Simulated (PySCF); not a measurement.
## Ionisation energy of I⁴³⁺ by level of theory

I⁴³⁺ [Ne] (1S) → I⁴⁴⁺ [He] 2s2 2p5 (2P), as a difference of total energies. Computed with PySCF 2.14 in an uncontracted even-tempered set (19 s from 20 bohr⁻², ratio 2.2; 12 p from 26 bohr⁻², ratio 2.2; 6 d from 110 bohr⁻², ratio 2.4; 5 f from 160 bohr⁻², ratio 2.4; 4 g from 240 bohr⁻², ratio 2.4), with the spin-free X2C one-electron Hamiltonian (Gaussian nucleus). Correlated levels: nothing frozen; virtual orbitals above 40 to 60 times the deepest correlated orbital energy dropped. The calculations carry no spin-orbit coupling.

```json
{"method": "UHF", "ionisation energy (eV)": "7443.5"}
{"method": "LDA", "ionisation energy (eV)": "7440.1"}
{"method": "PBE", "ionisation energy (eV)": "7440.7"}
{"method": "PBE0", "ionisation energy (eV)": "7441.9"}
{"method": "r2SCAN", "ionisation energy (eV)": "7444.8"}
{"method": "r2SCAN0", "ionisation energy (eV)": "7444.9"}
{"method": "r2SCANh", "ionisation energy (eV)": "7444.8"}
{"method": "MP2 (all electrons)", "ionisation energy (eV)": "7445.3"}
{"method": "SCS-MP2 (all electrons)", "ionisation energy (eV)": "7445.1"}
```

A first-order spin-orbit estimate (lowest level to lowest level, LS coupling) adds -99.163 eV.

For this ion Breit and QED terms and the two-electron picture change, all absent here, outweigh the differences among the correlated methods.

For comparison: 7337 ± 4 eV (theoretical estimate listed by NIST; NIST Atomic Spectra Database, ionization energies).
